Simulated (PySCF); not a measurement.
Below is a simulated gas-phase S 2p photoelectron spectrum of (Cl)2Al-S-SiH3, AlCl2H3SSi.

Every computed line was given a Gaussian of 0.5 eV full width at half maximum and an area set by the number of equivalent atoms (split 2:1 within a doublet); the highest printed point is 100. Level of theory: PySCF, delta-SCF UKS SCAN, pcX-2 on the ionised atom, pcseg-1 elsewhere, spin-free X2C.

binding energy (eV), intensity and a bar:
```
    168.4          0 
    168.5          1 
    168.6          4 #
    168.7         13 ####
    168.8         30 #########
    168.9         56 #################
    169.0         84 #########################
    169.1        100 ##############################
    169.2         96 #############################
    169.3         74 ######################
    169.4         45 ##############
    169.5         22 #######
    169.6          9 ###
    169.7          3 #
    169.8          2 #
    169.9          5 #
    170.0         12 ####
    170.1         24 #######
    170.2         38 ###########
    170.3         48 ###############
    170.4         50 ###############
    170.5         41 ############
    170.6         27 ########
    170.7         14 ####
    170.8          6 ##
    170.9          2 #
    171.0          1 
    171.1          0
```

Problem. How many maxima does the curve show, and how many computed lines lie under it?

Solution. The curve has 2 maxima (at 169.1 and 170.4 eV). Under it lie 2 lines from 1 inequivalent sulfur site, drawn as a 2p3/2, 2p1/2 pair.

Problem. Decompose the envelope and assign each component. Bonds: Al1–Cl2, Al1–Cl3, Al1–S4, S4–Si5. Hydrogens: H6, H7, H8 on Si5.

Solution. 
```json
{"position (eV)": "169.13", "relative area": "0.67", "line": "S 2p3/2", "atoms": "S4", "environment": "sulfur bonded to Al and Si"}
{"position (eV)": "170.36", "relative area": "0.33", "line": "S 2p1/2", "atoms": "S4", "environment": "sulfur bonded to Al and Si"}
```

Shake-up satellites, vibrational structure and lifetime widths aren't simulated. The 2p values aren't plain energy differences: one relaxed spin-free 2p hole is combined with a matrix within the shell (ground-state 2p orbital-energy differences and spin–orbit coupling). 2p3/2, the mean of its two sublevels, lies a third of the splitting below the shell's mean and 2p1/2 two thirds above it; the statistical areas are 2:1. 2p1/2 minus 2p3/2 (ligand field included): S 1.23 eV. One conformer (not necessarily the lowest) at the PBE0-D3(BJ)/def2-SVP geometry, without solvent, vibrations or thermal averaging.
